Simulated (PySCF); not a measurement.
Compound: [GaF6]3- (charge -3).
Bonds: Ga1–F2, Ga1–F3, Ga1–F4, Ga1–F5, Ga1–F6, Ga1–F7.
The ion is multiply charged and has no counter-ions or solvent; whether it holds all its electrons wasn't checked.

Method: PBE0-D3(BJ)/def2-SVP geometry optimisation, gas phase in PySCF 2.14.0; density fitting, grid level 1; the optimiser is geomeTRIC in internal coordinates, started from a GFN2-xTB structure with every atom displaced at random (about 0.03 Å).

At the end of the run (lengths in Å): Ga1–F6 1.948, Ga1–F5 1.948, Ga1–F7 1.948, Ga1–F3 1.948, Ga1–F4 1.948, Ga1–F2 1.948, F2–Ga1–F3 179.8°, F2–Ga1–F4 90.2°.

Task: These geometries were met on the way; a selection of coordinates is given. Order them by energy above the end point, lowest first.
A. Ga1–F6 1.938, Ga1–F5 1.946, Ga1–F7 1.940, Ga1–F3 1.938, Ga1–F4 1.933, Ga1–F2 1.938, F2–Ga1–F3 179.9°, F2–Ga1–F4 90.5°
B. Ga1–F6 1.994, Ga1–F5 1.989, Ga1–F7 1.902, Ga1–F3 1.964, Ga1–F4 1.953, Ga1–F2 1.930, F2–Ga1–F3 176.6°, F2–Ga1–F4 91.8°
C. Ga1–F6 2.046, Ga1–F5 2.024, Ga1–F7 1.882, Ga1–F3 1.997, Ga1–F4 1.992, Ga1–F2 1.938, F2–Ga1–F3 173.0°, F2–Ga1–F4 92.9°

Result: A (0.009 eV), B (0.039 eV), C (0.161 eV).

```csv
step,E above end (eV),"rms distance from the end, all atoms (Å)",largest force (eV/Å),rms shift of all bonds from the end (Å)
3,0.009,0.020,0.237,0.010
1,0.039,0.031,1.151,0.033
0,0.161,0.058,2.076,0.064
```

Rows stand in the order of the answer.
